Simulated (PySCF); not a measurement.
Worked example: oscillator strength and radiative lifetime

B(OH)2(OMe) (CH₅BO₃), SMILES COB(O)O.

Coordinates come from a B3LYP-D3(BJ)/def2-SVP optimisation. The values are those of a single conformer.

TDA-PBE/def2-SVPD (PySCF) puts the first singlet state with f over 0.02 at 7.25 eV (vertical), with the transition dipole (-0.294, -0.169, 0.000) in atomic units.

**Question.** Find the oscillator strength, the wavelength and the radiative lifetime that this transition would have in vacuum if emission retraced absorption.

**Answer.** 
|μ|² = 0.1150 au, so |μ| = 0.86 D. ΔE = 7.25/27.211 = 0.2664 hartree. f = (2/3) ΔE |μ|² = 0.020 (the program prints 0.020).
λ = 1239.84/7.25 = 171 nm; ν = 58475 cm⁻¹.
Einstein's coefficient A = 0.6670 ν² f s⁻¹ (ν in cm⁻¹) = 4.7e7 s⁻¹, so τ = 1/A = 21 ns. This state is S5; the lower singlets have f = 0.004, 0.005, 0.000, 0.009. The figure is the radiative limit of this one transition; relaxation, internal conversion, crossing to triplets and a medium change what is measured.
